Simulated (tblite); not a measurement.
Species: C6H9BOSi.
Numbering: `[SiH3:1][O:2][B:3]1[CH:4]=[CH:5][CH:6]=[CH:7][CH:8]=[CH:9]1` (hydrogens: H10, H11, H12 on Si1; H13 on C4; H14 on C5; H15 on C6; H16 on C7; H17 on C8; H18 on C9)

Computed with GFN2-xTB (tblite), gas phase: L-BFGS steps from a force-field or distance-geometry start until the largest atomic force falls under 0.01 eV/Å.

Geometry at step 16:
```
atom  x, y, z in Å
Si1     3.3391   -0.3149   -0.1568
O2      1.9100   -0.5090    0.5563
B3      0.5990   -0.2423    0.3531
C4      0.2167    0.8782   -0.6316
C5     -1.0072    1.3794   -0.9162
C6     -2.2612    1.0270   -0.3512
C7     -2.5912   -0.0374    0.4260
C8     -1.7859   -1.1011    0.9159
C9     -0.4366   -1.2093    0.9512
H10     4.2486   -0.3305    0.9844
H11     3.4804    0.9559   -0.8746
H12     3.4382   -1.4146   -1.1156
H13     1.0461    1.2951   -1.1972
H14    -1.0642    2.1456   -1.6792
H15    -3.0893    1.6549   -0.6577
H16    -3.6462   -0.1328    0.6550
H17    -2.3630   -1.9232    1.3210
H18    -0.0421   -2.1147    1.4056
```

Question: Give the atomic forces at this geometry.

Answer: 
```csv
atom,Fx (eV/Å),Fy (eV/Å),Fz (eV/Å)
Si1,-0.002,0.005,0.194
O2,-0.011,0.061,-0.139
B3,0.056,-0.070,-0.054
C4,-0.025,-0.030,0.067
C5,0.070,-0.010,-0.068
C6,-0.001,-0.097,-0.073
C7,0.015,-0.036,-0.092
C8,-0.004,-0.071,0.047
C9,0.013,0.081,0.014
H10,0.056,-0.080,-0.032
H11,0.042,0.041,-0.041
H12,0.118,-0.042,-0.001
H13,-0.091,0.038,0.004
H14,-0.075,0.168,-0.021
H15,0.015,0.082,0.018
H16,-0.017,-0.025,0.063
H17,-0.093,-0.050,0.143
H18,-0.065,0.036,-0.028
```

The largest, 0.19 eV/Å, acts on Si1; the rms over all components is 0.068 eV/Å. The forces sum to zero within rounding, as they must for an isolated molecule in no field.

Question: Give the force on Si1 in Eh/bohr and in nN.

Answer: 0.194 eV/Å ÷ 51.422 = 0.00377 Eh/bohr, and 0.194 eV/Å × 1.602 = 0.31 nN.

Question: How far is this geometry from the end of the optimisation?

Answer: 0.091 eV above it, and 0.214 Å rms away after alignment. The bonds farthest from their final lengths, with half the difference of the two atoms' forces along the bond (positive lengthens):

```tsv
bond	now (Å)	final (Å)	force along bond (eV/Å)
Si1–O2	1.609	1.601	-0.07
O2–B3	1.353	1.347	-0.05
B3–C9	1.538	1.542	-0.02
Si1–H10	1.459	1.463	-0.07
C5–H14	1.083	1.087	+0.05
C8–H17	1.083	1.087	+0.03
```

The angle farthest from its final value is Si1–O2–B3, 140.4° against 153.8°.

What follows is the cost of the whole relaxation. Time: 0.73 s wall. Hardware: one thread of an Arm Neoverse N1, shared host with 64 logical CPUs at a one-minute load of 63.
